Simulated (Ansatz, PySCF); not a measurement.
Gas-phase reaction in SMILES: CC[O][Ge]([Cl])([Cl])[Cl] [trichloro(ethoxy)germane] + 6 [H][H] (H2) → 2 C (CH4) + 3 Cl (HCl) + [GeH4] (GeH4) + O (H2O)
Structures are relaxed separately at B3LYP-D3(BJ)/def2-TZVP in Ansatz (a quantum-chemistry and plane-wave program), one conformer each, not searched for the lowest. Frequencies are from PySCF.
Geometry of the first species:
SMILES: CC[O][Ge]([Cl])([Cl])[Cl]
```xyz
12

C     -3.5336    -1.1126    -0.2987
C     -2.0370    -1.1983    -0.4951
O     -1.4430    -0.0381     0.1194
Ge     0.2920     0.1897     0.0813
Cl     0.9997     0.2935    -1.9419
Cl     0.6937     2.0136     1.0995
Cl     1.2932    -1.4420     1.0511
H     -4.0182    -1.9789    -0.7535
H     -3.7804    -1.0940     0.7632
H     -3.9300    -0.2092    -0.7628
H     -1.6349    -2.1038    -0.0314
H     -1.7847    -1.2179    -1.5593
```
Charge 0, spin multiplicity 1.

Property: energy of full hydrogenation (enthalpy at 298 K, with B3LYP-D3(BJ) rigid-rotor harmonic-oscillator terms), in eV. Valence correlation only, unless marked. Spin-orbit coupling is left out. The frozen core is the preceding noble-gas configuration, with the filled d and f shells of earlier blocks. No relativistic terms. Basis-set limits of correlation are two-point, X^-3; Hartree-Fock from the larger set.

```csv
level,program,energy of full hydrogenation (eV)
PBE-D3(BJ)/def2-TZVPD,Ansatz + dftd3,0.51
r2SCAN/def2-TZVPD,Ansatz,0.66
PBE0/def2-TZVPD,Ansatz,0.16
CAM-B3LYP-D3(BJ)/def2-TZVPD,Ansatz + dftd3,0.30
wB97M-V/def2-TZVPD,Ansatz,(withheld)
CCSD/6-31G,Ansatz,1.31
"CCSD(T)/CBS(def2-TZVPP,def2-QZVPP)",Ansatz,(withheld)
```

Problem. What belongs in the gaps?

Solution. 
- wB97M-V/def2-TZVPD, energy of full hydrogenation (eV): 0.47
- CCSD(T)/CBS(def2-TZVPP,def2-QZVPP), energy of full hydrogenation (eV): 0.69
